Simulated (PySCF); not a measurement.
Coordinates in bohr (charge 0 multiplicity 1):
```
Te    0.0001   -0.8577    0.0000
S     4.0712    0.0370    0.0000
Cl   -1.8625    1.5690   -3.3537
Cl   -1.8625    1.5690    3.3537
```

Computed with PBE0/[Te def2-SVP with ECP28, S def2-SVP, Cl def2-SVP], scalar-relativistic core potentials, density fitting, no spin–orbit coupling, PySCF.

This geometry of TeSCl2 is a stationary point at this level.

(1) What is the point group?

(2) Is it a minimum?

(3) What are the dipole moment and the gap between the highest occupied and lowest empty levels?

(4) Give the atomic charges and bond orders.

Answers

(1) Cs.

(2) Yes: all harmonic wavenumbers are real.

(3) 2.59 D and 4.66 eV.

(4) 
```csv
atom,Mulliken,Löwdin,polar tensor,Mayer order to Te1
Te1,0.77,0.52,1.50,–
S2,-0.26,-0.20,-0.44,1.83
"Cl3,4",-0.26,-0.16,-0.53,0.89
```

Only a few start shapes were tried, so a lower isomer may exist.
